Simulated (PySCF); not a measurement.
# Working out the excitation energy of Ga

Ga [Ar] 3d10 4s2 4p1 (2P) → Ga [Ar] 3d10 4s2 4d1 (2D). Calculation: PySCF 2.14, in aug-cc-pVTZ-DK (7s6p4d2f, 59 functions); the spin-free X2C one-electron Hamiltonian (Gaussian nucleus). Frozen: [Ar] 3d10. Energies in hartree (1 hartree = 27.21139 eV):

| part | Ga (lower) | Ga (upper) |
| --- | --- | --- |
| UHF | -1942.174419 | -1942.007797 |
| CCSD correlation | -0.046267 | -0.048153 |
| (T) | -0.000872 | -0.001980 |

What does Hartree-Fock give?

(-1942.007797) − (-1942.174419) = 0.166622 hartree = 4.534 eV.

What do CCSD and CCSD(T) give?

The CCSD correlation energies differ by -0.001886 hartree = -0.051 eV and the triples by -0.001108 hartree = -0.030 eV, so CCSD gives 4.483 eV and CCSD(T) 4.453 eV.

Measured between the centres of the two terms (NIST): 4.245 eV, so CCSD(T) (valence) is off by 0.208 eV.

The coupled-cluster amplitudes are large, so a single reference is strained.

What remains against the reference includes basis incompleteness, the frozen core and higher excitations.
